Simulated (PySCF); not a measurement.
Ligand exchange on a metal centre used in film growth or etching (Ti OH-H). Gas-phase values, no solvent. One relaxed conformer stands for each flexible species; it need not be the lowest.

Method: PBE-D3(BJ)/def2-TZVP // r2SCAN-D4/def2-SVP (PySCF 2.14.0). All candidates: neutral, multiplicity 1. 

```
Item              Value
-------------  --------
LUMO           -3.07 eV
HOMO           -6.53 eV
HOMO–LUMO gap   3.45 eV
```

Question: Name which member has these values.
A. [Ti(H)4]
B. [Ti(OH)2(H)2]
C. [Ti(OH)4]
D. [Ti(OH)(H)3]

Answer: B, [Ti(OH)2(H)2]. The others give [Ti(OH)(H)3]: -3.50 eV, -6.91 eV, 3.42 eV; [Ti(H)4]: -4.29 eV, -7.43 eV, 3.14 eV; [Ti(OH)4]: -2.08 eV, -7.26 eV, 5.18 eV
